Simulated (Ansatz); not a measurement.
`[SiH3][CH2][AlH][S][SiH3]` + H–F → `[F][AlH][S][SiH3]` + `C[SiH3]` at 400 K and 1 bar (ligand exchange at the Al–C bond).

Gas-phase electronic energies from Ansatz, PBE0-D4/def2-TZVP geometries. CCSD(T)/CBS is the MP2 limit (def2-TZVPP, def2-QZVPP) plus CCSD(T) − MP2 in def2-TZVPP, frozen cores. This one scheme is used for every species. One conformer a species, not always the lowest.

```csv
species,CCSD(T)/CBS energy (Eh),H − E (kJ/mol),S (J/(mol·K))
`[SiH3][CH2][AlH][S][SiH3]`,-1261.48440,272.1,471.9
H–F,-100.39570,36.5,182.2
`[F][AlH][S][SiH3]`,-1031.20495,129.1,389.4
`C[SiH3]`,-330.73916,180.9,277.1
```

H − E and S are ideal-gas, rigid-rotor, harmonic terms from PBE0-D4/def2-TZVP, for one conformer and one mirror image of each species. 1 Eh = 2625.50 kJ/mol, R = 8.31446 J/(mol·K).

**Question.** By hand: ΔE, ΔH, ΔS and ΔG.

**Answer.** ΔE = (-1031.20495) + (-330.73916) − (-1261.48440) − (-100.39570) = -0.06401 Eh = -168.1 kJ/mol. Δ(H − E) = 129.1 + 180.9 − 272.1 − 36.5 = 1.4, so ΔH = -166.7 kJ/mol. ΔS = 389.4 + 277.1 − 471.9 − 182.2 = 12.4 J/(mol·K). ΔG = -166.7 − 400 × (12.4)/1000 = -171.7 kJ/mol.

**Question.** By hand: the equilibrium constant, and the temperature at which ΔG would vanish if ΔH and ΔS stayed fixed.

**Answer.** log₁₀ K = −ΔG/(RT ln 10) = 22.4. ΔH and −TΔS have one sign here, so there is no such temperature.

The number of gas molecules stays the same, so ΔS is small and ΔH decides. A doubt of 5 kJ/mol in ΔE shifts log₁₀ K by 0.7 here. Other conformers and mirror images would add mixing entropy, several J/(mol·K) or more a flexible species. Modes under 60 cm⁻¹, often nearly free rotors, make the harmonic entropy too high. These are equilibria of isolated gas molecules and say nothing of rates. Largest T1 diagnostic: 0.012 (customary marks: 0.02 for closed shells, 0.045 for open ones).

ΔS is within the doubt of such terms, so its sign, and with it that verdict, could turn.
